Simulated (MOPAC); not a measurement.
Job for MOPAC: AM1 on C2H3IO (a complex), monomers drawn apart or pushed together.

```
AM1 1SCF PRECISE CHARGE=0 THREADS=1
C2H3IO

C     -0.23151166 1    -0.46760853 1     0.23182980 1
O      0.37073125 1     0.18341140 1    -0.45984874 1
C     -0.55970936 1    -1.77005777 1     5.85176542 1
I      1.07052330 1    -0.36663972 1     5.99495815 1
H     -0.19857443 1    -2.72297153 1     6.22067469 1
H     -1.36878592 1    -1.38841388 1     6.46359883 1
H     -0.83740035 1    -1.82309869 1     4.80550794 1
```

Output:

```
*******************************************************************************
 **                                                                           **
 **                              MOPAC v23.2.5                                **
 **                                                                           **
 *******************************************************************************
 ** MOPAC's Digital Object Identifier: https://doi.org/10.5281/zenodo.6511958 **
 **                                                                           **
 ** Please cite the open-source release paper for use of this MOPAC version:  **
 ** J. E. Moussa and J. J. P. Stewart (2026)                                  **
 ** MOPAC: An open-source semiempirical molecular orbital program             **
 ** J. Open Source Softw., 11(119), 8025, https://doi.org/10.21105/joss.08025 **
 *******************************************************************************

                              AM1 CALCULATION RESULTS

 *******************************************************************************
 *  AM1        - The AM1 Hamiltonian to be used
 *
 *
 *
 *                 CHARGE ON SYSTEM = 0
 *
 *
 *
 *  PRECISE    - TIGHTER CRITERIA TO BE USED
 *  1SCF       - DO 1 SCF AND THEN STOP
 *  THREADS=1  - MULTI-THREADING NOT USED
 *  T=         - A TIME OF 172800.0 SECONDS REQUESTED
 *  DUMP=N     - RESTART FILE WRITTEN EVERY 7200.0 SECONDS REQUESTED
 *******************************************************************************
AM1 1SCF PRECISE CHARGE=0 THREADS=1
 C2H3IO

   ATOM   CHEMICAL          X               Y               Z
  NUMBER   SYMBOL      (ANGSTROMS)     (ANGSTROMS)     (ANGSTROMS)

     1       C         -0.23151166  *  -0.46760853  *   0.23182980  *
     2       O          0.37073125  *   0.18341140  *  -0.45984874  *
     3       C         -0.55970936  *  -1.77005777  *   5.85176542  *
     4       I          1.07052330  *  -0.36663972  *   5.99495815  *
     5       H         -0.19857443  *  -2.72297153  *   6.22067469  *
     6       H         -1.36878592  *  -1.38841388  *   6.46359883  *
     7       H         -0.83740035  *  -1.82309869  *   4.80550794  *



          CARTESIAN COORDINATES

    NO.       ATOM           X           Y           Z

     1         C         -0.2315     -0.4676      0.2318
     2         O          0.3707      0.1834     -0.4598
     3         C         -0.5597     -1.7701      5.8518
     4         I          1.0705     -0.3666      5.9950
     5         H         -0.1986     -2.7230      6.2207
     6         H         -1.3688     -1.3884      6.4636
     7         H         -0.8374     -1.8231      4.8055

  H: (AM1): M.J.S. DEWAR ET AL, J. AM. CHEM. SOC. 107 3902-3909 (1985)
  C: (AM1): M.J.S. DEWAR ET AL, J. AM. CHEM. SOC. 107 3902-3909 (1985)
  O: (AM1): M.J.S. DEWAR ET AL, J. AM. CHEM. SOC. 107 3902-3909 (1985)
  I: (AM1): M.J.S. DEWAR AND E. G. ZOEBISCH, THEOCHEM, 180, 1 (1988).

           Empirical Formula: C2 H3 O I  =     7 atoms



      MOLECULAR POINT GROUP   :   Cs


      RHF CALCULATION, NO. OF DOUBLY OCCUPIED LEVELS = 12


 -------------------------------------------------------------------------------
 AM1 1SCF PRECISE CHARGE=0 THREADS=1
 C2H3IO



     1SCF WAS SPECIFIED, SO BFGS WAS NOT USED
     SCF FIELD WAS ACHIEVED


                              AM1 CALCULATION
                                                       MOPAC v23.2.5 Linux




          FINAL HEAT OF FORMATION =          6.19765 KCAL/MOL =      25.93095 KJ/MOL


          COSMO AREA              =        148.82 SQUARE ANGSTROMS
          COSMO VOLUME            =        121.84 CUBIC ANGSTROMS

          IONIZATION POTENTIAL    =         10.471041 EV
          HOMO LUMO ENERGIES (EV) =        -10.471  0.242
          NO. OF FILLED LEVELS    =         12
          MOLECULAR WEIGHT        =        169.9496         POINT GROUP:  Cs

          MOLECULAR DIMENSIONS (Angstroms)

            Atom       Atom       Distance
            H     6    O     2     7.30963
            I     4    C     1     2.93805
            H     5    O     2     1.73601


          SCF CALCULATIONS        =          1





   ATOM   CHEMICAL          X               Y               Z
  NUMBER   SYMBOL      (ANGSTROMS)     (ANGSTROMS)     (ANGSTROMS)

     1       C         -0.23151166  *  -0.46760853  *   0.23182980  *
     2       O          0.37073125  *   0.18341140  *  -0.45984874  *
     3       C         -0.55970936  *  -1.77005777  *   5.85176542  *
     4       I          1.07052330  *  -0.36663972  *   5.99495815  *
     5       H         -0.19857443  *  -2.72297153  *   6.22067469  *
     6       H         -1.36878592  *  -1.38841388  *   6.46359883  *
     7       H         -0.83740035  *  -1.82309869  *   4.80550794  *

                             CARTESIAN COORDINATES

   1    C       -0.231511660    -0.467608530     0.231829800
   2    O        0.370731250     0.183411400    -0.459848740
   3    C       -0.559709360    -1.770057770     5.851765420
   4    I        1.070523300    -0.366639720     5.994958150
   5    H       -0.198574430    -2.722971530     6.220674690
   6    H       -1.368785920    -1.388413880     6.463598830
   7    H       -0.837400350    -1.823098690     4.805507940


           Empirical Formula: C2 H3 O I  =     7 atoms



      MOLECULAR POINT GROUP   :   Cs


                  EIGENVALUES
 -42.50170 -32.77414 -26.02509 -22.09312 -16.94531 -16.94418 -14.67574 -14.66885
 -13.10863 -12.43525 -10.47163 -10.47104   0.24156   1.24990   1.25192   3.95438
   3.97203   4.41831   5.37620


              NET ATOMIC CHARGES AND DIPOLE CONTRIBUTIONS

  ATOM NO.   TYPE          CHARGE      No. of ELECS.   s-Pop       p-Pop
    1          C           0.162697        3.8373     1.81687     2.02043
    2          O          -0.162697        6.1627     1.87551     4.28719
    3          C          -0.327681        4.3277     1.25787     3.06981
    4          I           0.007751        6.9922     1.97408     5.01816
    5          H           0.105963        0.8940     0.89404
    6          H           0.105963        0.8940     0.89404
    7          H           0.108004        0.8920     0.89200
 DIPOLE           X         Y         Z       TOTAL
 POINT-CHG.    -0.782    -0.775     0.502     1.210
 HYBRID        -0.306    -0.136    -0.742     0.814
 SUM           -1.088    -0.911    -0.240     1.439


          ATOMIC ORBITAL ELECTRON POPULATIONS

     Atom    s        px        py        pz
    1  C   1.81687   0.65295   0.67446   0.69303
    2  O   1.87551   1.43555   1.42881   1.42283
    3  C   1.25787   0.99869   1.01358   1.05754
    4  I   1.97408   1.44006   1.58436   1.99375
    5  H   0.89404
    6  H   0.89404
    7  H   0.89200

 **********************
 *                    *
 * JOB ENDED NORMALLY *
 *                    *
 **********************




 == MOPAC DONE ==
```

The run finished.

Cost: about 0.03 core-seconds (a rough figure).
